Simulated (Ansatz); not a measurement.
C2H4GaNS, relaxed with RKS PBE-D4/def2-SVP in Ansatz 0.2.0 from a rough embedded geometry. The force threshold is 0.03 eV/Å; the program also tests the step.

Charge 0, multiplicity 1. The bonds changed during the relaxation, so this is another structure than the one it started from.

Start:

```xyz
9

S    -0.683   -2.262   -0.653
Ga   -1.605   -0.429    0.919
C     0.050    0.908   -0.353
C     0.945    0.910    0.613
N     1.290    1.000   -0.798
H     0.706   -2.286   -0.250
H    -1.586   -0.631   -0.815
H    -0.477    1.919   -0.327
H     1.360    0.870    1.663
```

Question: How much energy does the relaxation release, and in how many steps? (Best estimate.)

Answer: Computed: 595.98 kJ/mol, in 55 steps, 6 of them rejected.

Question: Which bonds change most? (Best estimate.)

Answer: The calculation gave: C3–H7 from 2.293 to 1.106 Å; C3–N5 from 1.321 to 1.555 Å; S1–Ga2 from 2.585 to 2.354 Å; C4–N5 from 1.455 to 1.262 Å.

Question: Give the relaxed structure. (Best estimate.)

Answer: Computed: 
```xyz
9

S    -0.290   -2.474    1.263
Ga   -2.016   -1.191    0.308
C    -0.107    1.389   -0.514
C     1.001    0.656    0.099
N     1.399    1.751   -0.388
H    -0.075   -3.028    0.032
H    -0.463    1.146   -1.533
H    -0.805    1.991    0.098
H     1.357   -0.240    0.636
```
